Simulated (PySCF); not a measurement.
ClF2H2NSi, SMILES N[Si](F)(F)Cl. Geometry optimised at PBE-D3(BJ)/def2-SVP. One conformer was computed; it need not be the lowest.

Computed equilibrium geometry at PBE-D3(BJ)/def2-SVP (PySCF confirms it by a frequency run) as bond lengths and angles, and its point group (one conformer of several):
point group Cs.
Atoms: N1 Si2 F3 F4 Cl5 H6 H7. Bond lengths (Å): N1–Si2 1.703, N1–H6 1.022, N1–H7 1.022, Si2–F3 1.619, Si2–F4 1.619, Si2–Cl5 2.060. Bond angles (°): Si2–N1–H6 119.7, Si2–N1–H7 119.7, H6–N1–H7 111.6, N1–Si2–F3 108.6, N1–Si2–F4 108.6, N1–Si2–Cl5 117.2, F3–Si2–F4 109.6, F3–Si2–Cl5 106.3, F4–Si2–Cl5 106.3.
Charge 0, spin multiplicity 1.
